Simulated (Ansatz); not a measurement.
Input for Ansatz (a first-principles code): R-CCSD(T)/aug-cc-pVDZ on BH3 (SMILES B).

Ansatz 0.2 input:
```yaml
crystal:
  periodic: [false, false, false]
  atoms:
    - {symbol: B, position_ang: [0.21063250, 0.24930107, 0.78962312]}
    - {symbol: H, position_ang: [0.61722313, -0.76718016, 0.28698297]}
    - {symbol: H, position_ang: [-0.85291573, 0.63723910, 0.39399765]}
    - {symbol: H, position_ang: [1.03722783, 1.09088237, 1.00556400]}
basis:
  gaussian:
    orbitals: aug-cc-pVDZ
magnetization: {spin_polarized: false}
correlation: {method: ccsd_t, electrons: outside_noble_gas}
scf: {lower_state_search: off}
```

Output:

```
WARN ansatz: RAYON_NUM_THREADS=1 ignored (pool sized by the plan → 1); use --threads N
Functional definition: HF
these checks for a lower state are left out or cut short: stability, starts, cluster_reference, orbital_swaps, neighbouring_geometries, increment
integrals: 0.02 GiB planned
479 factors; integrals over basis functions are off by at most 6.8e-4 eV
mean field: 0.06 GiB planned
mean field evaluation 1: about -717.3528 eV, gradient 9.7e0 eV
mean field evaluation 2: about -717.3504 eV, gradient 9.7e0 eV
mean field evaluation 4: about -717.7572 eV, gradient 2.2e-1 eV
mean field evaluation 8: about -717.7575 eV, gradient 2.8e-4 eV
mean field -717.75746673 eV, -26.3771003888 hartree, gradient 1.7e-6 eV, S^2 0.000000; 0 other end points of the search recorded, 0 dependent functions left out
1 core orbitals not correlated
reference -717.75746673 eV, -26.3771003888 hartree; 3, 3 occupied and 46, 46 virtual orbitals, 479 factors
second order -2.62246033 eV of doubles, -0.00000000 eV of singles
coupled cluster: 0.08 GiB planned
cycle   1  -3.11831731 eV  change   -5.0e-1 eV  update   4.5e-2
cycle   2  -3.28399948 eV  change   -1.7e-1 eV  update   1.4e-2
cycle   3  -3.28647845 eV  change   -2.5e-3 eV  update   2.7e-3
cycle   4  -3.28644380 eV  change    3.5e-5 eV  update   6.9e-4
cycle   5  -3.28637525 eV  change    6.9e-5 eV  update   2.4e-4
cycle   6  -3.28635524 eV  change    2.0e-5 eV  update   6.4e-5
cycle   7  -3.28636946 eV  change   -1.4e-5 eV  update   1.9e-5
cycle   8  -3.28637285 eV  change   -3.4e-6 eV  update   5.6e-6
perturbative correction -0.05067861 eV, -0.0018624047 hartree
Total energy: -721.09451819 eV, -26.4997347679 hartree
Checks for a lower state left out: stability, starts, cluster_reference, orbital_swaps, neighbouring_geometries, increment
```

Self-consistency was reached.

Cost: about 0.5 core-seconds (a rough figure).
